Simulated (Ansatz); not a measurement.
`[NH2][In]([SH])[Br]` + HBr → `[NH2][In]([Br])[Br]` + H₂S at 500 K and 1 bar (ligand exchange at the In–S bond).

Computed with Ansatz on PBE0-D4/def2-TZVP structures; ΔE is electronic, products minus reactants. CBS: MP2 limit from def2 TZ/QZ plus the TZ coupled-cluster correction, frozen cores. This one scheme is used for every species. def2 core potentials past Kr. For Br, In outer-core shells are correlated without core-valence functions, which leaves a few kJ/mol of doubt a bond. Scalar relativity is left out up to krypton. One conformer a species, not always the lowest.

```
              species  CCSD(T)/CBS energy (Eh)  H − E (kJ/mol)  S (J/(mol·K))
`[NH2][In]([SH])[Br]`              -3217.52044           136.8          436.6
                  HBr              -2573.91920            30.5          213.7
`[NH2][In]([Br])[Br]`              -5392.48319           110.7          430.6
                  H₂S               -398.97279            57.0          224.0
```

H − E and S are ideal-gas, rigid-rotor, harmonic terms from PBE0-D4/def2-TZVP, for one conformer and one mirror image of each species. 1 Eh = 2625.50 kJ/mol, R = 8.31446 J/(mol·K).

Task: By hand: ΔE, ΔH, ΔS and ΔG.

Result: ΔE = (-5392.48319) + (-398.97279) − (-3217.52044) − (-2573.91920) = -0.01634 Eh = -42.9 kJ/mol. Δ(H − E) = 110.7 + 57.0 − 136.8 − 30.5 = 0.4, so ΔH = -42.5 kJ/mol. ΔS = 430.6 + 224.0 − 436.6 − 213.7 = 4.3 J/(mol·K). ΔG = -42.5 − 500 × (4.3)/1000 = -44.6 kJ/mol.

Task: By hand: the equilibrium constant, and the temperature at which ΔG would vanish if ΔH and ΔS stayed fixed.

Result: log₁₀ K = −ΔG/(RT ln 10) = 4.7. ΔH and −TΔS have one sign here, so there is no such temperature.

The number of gas molecules stays the same, so ΔS is small and ΔH decides. A doubt of 5 kJ/mol in ΔE shifts log₁₀ K by 0.5 here. Other conformers and mirror images would add mixing entropy, several J/(mol·K) or more a flexible species. These are equilibria of isolated gas molecules and say nothing of rates. Largest T1 diagnostic: 0.012 (customary marks: 0.02 for closed shells, 0.045 for open ones).

ΔS is within the doubt of such terms, so its sign, and with it that verdict, could turn.
